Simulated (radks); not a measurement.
Problem. Radial electron density D(r) = 4 pi r^2 rho(r) of an atom or ion with 60 electrons. Calculated with a radial shooting solver on a logarithmic mesh with Libxc functionals: non-relativistic Kohn-Sham, PBE, spin-polarised, spherical densities, point nucleus.

```
   r/bohr * D(r) (the largest magnitude, 104, reaches the edge; | marks zero)
 0.002804 |     *
 0.003265 |       *
 0.003801 |         *
 0.004425 |           *
 0.005151 |              *
 0.005997 |                  *
 0.007037 |                      *
 0.008192 |                          *
 0.009537 |                              *
   0.0111 |                                  *
  0.01293 |                                     *
  0.01505 |                                       *
  0.01752 |                                        *
  0.02039 |                                        *
  0.02374 |                                      *
  0.02786 |                                     *
  0.03243 |                                    *
  0.03776 |                                    *
  0.04396 |                                       *
  0.05117 |                                            *
  0.05957 |                                                  *
  0.06935 |                                                     *
  0.08074 |                                                      *
  0.09399 |                                                   *
   0.1103 |                                              *
   0.1284 |                                          *
   0.1495 |                                          *
    0.174 |                                             *
   0.2026 |                                               *
   0.2358 |                                             *
   0.2746 |                                    *
   0.3196 |                          *
   0.3721 |                   *
   0.4367 |                  *
   0.5084 |                     *
   0.5918 |                      *
    0.689 |                  *
   0.8021 |             *
   0.9337 |        *
    1.087 |     *
    1.265 |    *
    1.473 |    *
    1.729 |   *
    2.013 | *
    2.343 |*
    2.728 |*
    3.175 *
    3.697 *
    4.303 *
     5.01 *
    5.832 *
    6.844 *
    7.968 *
    9.276 *
     10.8 *
```

What is the nuclear charge?

Solution. Z = 61. The innermost maximum, from 1s, lies near 1/Z = 0.0164 bohr (found: 0.0182), and its height grows with Z. The density is that of the promethium ion Pm+ in [Xe] 4f4 5d1 6s1; the configuration itself is not fixed sharply by these data, and Z only to a few units. D(r) has 4 maxima, at r = 0.0182, 0.0763, 0.204, 0.564 bohr, and minima at 0.0332, 0.138, 0.406 bohr, inside which lie 1.97, 11.38, 29.16 electrons.
